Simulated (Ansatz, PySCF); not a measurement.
Reaction R1 → P1 + P2, each structure at its B3LYP-D3(BJ)/def2-TZVP stationary point, reached from a drawn start (curvature not checked).
R1, BH3O3 (SMILES OB(O)O) (charge 0, multiplicity 1):
| atom | x (Å) | y (Å) | z (Å) |
|---|---|---|---|
| O | -1.2351 | -0.9544 | -0.0617 |
| B | -0.0961 | -0.2063 | -0.0189 |
| O | -0.2155 | 1.1605 | 0.1301 |
| O | 1.0871 | -0.8886 | -0.1295 |
| H | -2.0276 | -0.4162 | 0.0211 |
| H | 0.6045 | 1.6587 | 0.1574 |
| H | 1.8828 | -0.3538 | -0.0985 |
P1: BHO2 (SMILES O=BO), charge 0, multiplicity 1.
P2, H2O (SMILES O) (charge 0, multiplicity 1):
| atom | x (Å) | y (Å) | z (Å) |
|---|---|---|---|
| O | 0.0071 | 0.3896 | 0.0000 |
| H | -0.7685 | -0.1808 | 0.0000 |
| H | 0.7613 | -0.2088 | 0.0000 |

P less R. No zero-point or thermal terms. One arrangement of each flexible species, with no search for the lowest.

Correlated levels freeze the cores.

Programs: Ansatz (a first-principles code); PySCF for the D3/D4 terms. All values are computed, each at the level named.

Q: What reaction energy does CCSD(T)/cc-pVQZ give?

A: 50.4 kcal/mol

Q: What is the computed reaction energy (CCSD/cc-pVQZ)?

A: 51.2 kcal/mol

Q: What reaction energy does CAM-B3LYP-D4/def2-TZVPP give?

A: 51.7 kcal/mol
